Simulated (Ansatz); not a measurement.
`[OH][GeH]([F])[SH]` + H₂ → `[OH][GeH2][F]` + H₂S  (hydrogenolysis of a Ge–S bond)

Gas-phase electronic energies from Ansatz, PBE0-D4/def2-TZVP geometries. CBS: MP2 limit from def2 TZ/QZ plus the TZ coupled-cluster correction, frozen cores. This one scheme is used for every species. DFT in def2-TZVPP. For Ge outer-core shells are correlated without core-valence functions, which leaves a few kJ/mol of doubt a bond. Scalar relativity is left out up to krypton. One conformer a species, not always the lowest.

CCSD(T)/CBS gives +35.4 kJ/mol.

Q: Another level gave +31.5 kJ/mol. Which?
A. PBE0-D4/def2-TZVPP
B. revPBE-D4/def2-TZVPP
C. CAM-B3LYP/def2-TZVPP
D. B2PLYP/def2-TZVPP

A: D. B2PLYP 31.5, PBE0-D4 37.2, revPBE-D4 45.0, CAM-B3LYP 23.5 kJ/mol.

Largest T1 diagnostic among the species: 0.012.

In def2-TZVPP, CCSD(T) changes the Hartree–Fock value by +18.2 kJ/mol (the triples alone add +5.4 kJ/mol) and MP2 by +26.0 kJ/mol. At CCSD(T), def2-SVP lies −13.7 kJ/mol from the extrapolated value and def2-TZVPP −2.4 kJ/mol. From BLYP to BHLYP (50 % exact exchange), in def2-TZVPP and without D4, ΔE moves by −5.1 kJ/mol.
